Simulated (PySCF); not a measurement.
# Trend along the fifth-period p block: MK molecules

CCSD(T) with double-zeta basis sets in PySCF, for the lowest determinant that a PBE0 search found; no spin–orbit coupling. De refers to high-spin ground-configuration atoms.

```tsv
M	basis	reference, frozen orbitals	state (unpaired electrons)	Re (Å)	ωe (cm⁻¹)	De (eV)
Sn	def2-SVP	UHF, 9	quartet (σ ↑, π ↑↑)	3.338	134	1.23
Sb	def2-SVP	UHF, 9	triplet (π ↑↑)	3.430	132	0.72
Te	def2-SVP	UHF, 9	doublet (π ↑)	3.243	161	1.85
I	def2-SVP	RHF, 9	singlet (closed shell)	3.125	178	3.12
```

Q: By what factor does the well depth vary along the series?

A: At CCSD(T) it runs from 0.72 eV (KSb) to 3.12 eV (KI), a factor of 4.33.

The state changes along the series, so neighbouring rows are not always alike in their bonding.

Correlated steps freeze 9 core orbitals. Correlated levels converge slowly with the basis: in double zeta they bind strong bonds too weakly, by up to about 1 eV, and carry superposition errors of some tenths. Spin–orbit coupling is left out, which matters for elements this heavy, above all for dissociation energies. Where the molecule has an RHF reference, its open-shell atoms are computed with UHF. States were picked by a PBE0 search and need not be the measured ground states.
